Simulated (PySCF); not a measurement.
I4Ti, singlet, at a GFN2-xTB geometry (such geometries of metal compounds can be far from the true shape) (core potentials on I), with bond 2-1 at 2.2 times its length; PySCF with HF/def2-SV(P).

The PySCF input:
```python
from pyscf import gto, scf

mol = gto.Mole()
mol.atom = '''
    Ti   -0.000000    0.000000   -0.000000
    I     4.609530   -1.310027   -3.291269
    I     0.787832    0.442030    2.483275
    I    -1.173643    2.168196   -0.950901
    I    -1.709430   -2.014759   -0.036342
'''
mol.basis = 'def2-sv(p)'
mol.ecp = {'I': 'def2-sv(p)'}
mol.charge = 0
mol.spin = 0
mol.verbose = 4
mol.build()

mf = scf.RHF(mol)
mf.kernel()
mo_i, mo_e, stable_i, stable_e = mf.stability(internal=True, external=True, return_status=True, nroots=6, tol=1e-6)
print('internally stable:', stable_i, ' externally stable:', stable_e)
if not stable_e:
    umf = mf.to_uhf() if not hasattr(mf, 'xc') else mf.to_uks()
    umf.scf_summary = {}
    umf.kernel(umf.make_rdm1(mo_e, umf.mo_occ))
```

Q: What does PySCF print? Leave out banner, timings and long lists.

A: 
```
PySCF version 2.14.0

[INPUT] verbose = 4
[INPUT] num. atoms = 5
[INPUT] num. electrons = 122
[INPUT] charge = 0
[INPUT] spin (= nelec alpha-beta = 2S) = 0
[INPUT] symmetry False subgroup None
[INPUT] Mole.unit = angstrom
[INPUT] Symbol           X                Y                Z      unit          X                Y                Z       unit  Magmom
[...]
nuclear repulsion = 749.333375279647
number of shells = 50
number of NR pGTOs = 310
number of NR cGTOs = 128
basis = def2-sv(p)
ecp = {'I': 'def2-sv(p)'}

******** <class 'pyscf.scf.hf.RHF'> ********
method = RHF
initial guess = minao
damping factor = 0
level_shift factor = 0
DIIS = <class 'pyscf.scf.diis.CDIIS'>
diis_start_cycle = 1
diis_space = 8
diis_damp = 0
SCF conv_tol = 1e-09
SCF conv_tol_grad = None
SCF max_cycles = 50
direct_scf = True
direct_scf_tol = 1e-13
Set gradient conv threshold to 3.16228e-05
Initial guess from minao.
init E= -1905.26285679032
cycle= 1 E= -2030.78752003545  delta_E= -126  |g|= 4.31  |ddm|= 14.9

cycle= 2 E= -2007.03861967967  delta_E= 23.7  |g|= 7.75  |ddm|= 11.7
cycle= 3 E= -2033.56859763441  delta_E= -26.5  |g|= 1.76  |ddm|= 8.95
cycle= 4 E= -2021.77923241979  delta_E= 11.8  |g|= 5.73  |ddm|= 5.58
cycle= 5 E= -2034.35074505971  delta_E= -12.6  |g|= 1.43  |ddm|= 4.08
cycle= 6 E= -2026.65689033521  delta_E= 7.69  |g|= 3.91  |ddm|= 3.96
cycle= 7 E= -2034.84911325924  delta_E= -8.19  |g|= 0.26  |ddm|= 3.69
cycle= 8 E= -2034.8759642029  delta_E= -0.0269  |g|= 0.0639  |ddm|= 0.407
cycle= 9 E= -2034.88170341854  delta_E= -0.00574  |g|= 0.036  |ddm|= 0.182
cycle= 10 E= -2034.8861626414  delta_E= -0.00446  |g|= 0.0306  |ddm|= 0.209
cycle= 11 E= -2034.88899822225  delta_E= -0.00284  |g|= 0.0408  |ddm|= 0.247
cycle= 12 E= -2034.88933873511  delta_E= -0.000341  |g|= 0.0378  |ddm|= 0.0331
cycle= 13 E= -2034.8898487175  delta_E= -0.00051  |g|= 0.0328  |ddm|= 0.0531
cycle= 14 E= -2034.89119576861  delta_E= -0.00135  |g|= 0.0159  |ddm|= 0.184
cycle= 15 E= -2034.8917415862  delta_E= -0.000546  |g|= 0.00746  |ddm|= 0.162
cycle= 16 E= -2034.89180984978  delta_E= -6.83e-05  |g|= 0.00241  |ddm|= 0.0457
cycle= 17 E= -2034.89182613785  delta_E= -1.63e-05  |g|= 0.00102  |ddm|= 0.0243
cycle= 18 E= -2034.89182930476  delta_E= -3.17e-06  |g|= 0.000908  |ddm|= 0.00704
cycle= 19 E= -2034.89183222885  delta_E= -2.92e-06  |g|= 0.00089  |ddm|= 0.00646
cycle= 20 E= -2034.89183374507  delta_E= -1.52e-06  |g|= 0.000884  |ddm|= 0.00219
[...]
cycle= 45 E= -2034.89179617978  delta_E= 5.77e-09  |g|= 9.64e-06  |ddm|= 0.000972
cycle= 46 E= -2034.89179617929  delta_E= 4.94e-10  |g|= 5.6e-06  |ddm|= 0.000383
Extra cycle  E= -2034.89179617938  delta_E= -8.59e-11  |g|= 5.68e-06  |ddm|= 2.11e-05
converged SCF energy = -2034.89179617938
rhf_internal: lowest eigs of H = [-0.03370173 -0.03369174  0.01565093  0.01565103  0.01756162  0.01756415]
<class 'pyscf.scf.hf.RHF'> wavefunction has an internal instability
rhf_real2complex: lowest eigs of H = [-0.02629186 -0.02628585 -0.01399936 -0.01399932 -0.01053594 -0.01053401]
<class 'pyscf.scf.hf.RHF'> wavefunction has an real -> complex instability
rhf_external: lowest eigs of H = [-0.35072949 -0.0517696  -0.05175912 -0.03906457 -0.03906456 -0.03038407]
<class 'pyscf.scf.hf.RHF'> wavefunction has an RHF/RKS -> UHF/UKS instability
internally stable: False  externally stable: False

******** <class 'pyscf.scf.uhf.UHF'> ********
method = UHF
initial guess = minao
damping factor = 0
level_shift factor = 0
DIIS = <class 'pyscf.scf.diis.CDIIS'>
diis_start_cycle = 1
diis_space = 8
diis_damp = 0
SCF conv_tol = 1e-09
SCF conv_tol_grad = None
SCF max_cycles = 50
direct_scf = True
direct_scf_tol = 1e-13
number electrons alpha = 61  beta = 61
Set gradient conv threshold to 3.16228e-05
init E= -2034.86675623778
cycle= 1 E= -2034.99146815021  delta_E= -0.125  |g|= 0.337  |ddm|= 1.01
cycle= 2 E= -2034.92739494646  delta_E= 0.0641  |g|= 0.493  |ddm|= 1.17
cycle= 3 E= -2035.08859487544  delta_E= -0.161  |g|= 0.0346  |ddm|= 0.62
cycle= 4 E= -2035.0902185007  delta_E= -0.00162  |g|= 0.0136  |ddm|= 0.0703
cycle= 5 E= -2035.09057540643  delta_E= -0.000357  |g|= 0.00563  |ddm|= 0.0333
cycle= 6 E= -2035.0906842572  delta_E= -0.000109  |g|= 0.00235  |ddm|= 0.0244
cycle= 7 E= -2035.0907066712  delta_E= -2.24e-05  |g|= 0.00152  |ddm|= 0.00977
cycle= 8 E= -2035.09071985821  delta_E= -1.32e-05  |g|= 0.000855  |ddm|= 0.00892
cycle= 9 E= -2035.09072559959  delta_E= -5.74e-06  |g|= 0.000257  |ddm|= 0.0087
cycle= 10 E= -2035.09072597465  delta_E= -3.75e-07  |g|= 7.21e-05  |ddm|= 0.0023
cycle= 11 E= -2035.09072599494  delta_E= -2.03e-08  |g|= 2.4e-05  |ddm|= 0.000482
cycle= 12 E= -2035.090725997  delta_E= -2.07e-09  |g|= 1.1e-05  |ddm|= 0.000106
cycle= 13 E= -2035.09072599755  delta_E= -5.49e-10  |g|= 5.17e-06  |ddm|= 5.45e-05
Extra cycle  E= -2035.09072599762  delta_E= -7e-11  |g|= 4.56e-06  |ddm|= 1.11e-05
converged SCF energy = -2035.09072599762  <S^2> = 1.0257584  2S+1 = 2.2589895
```
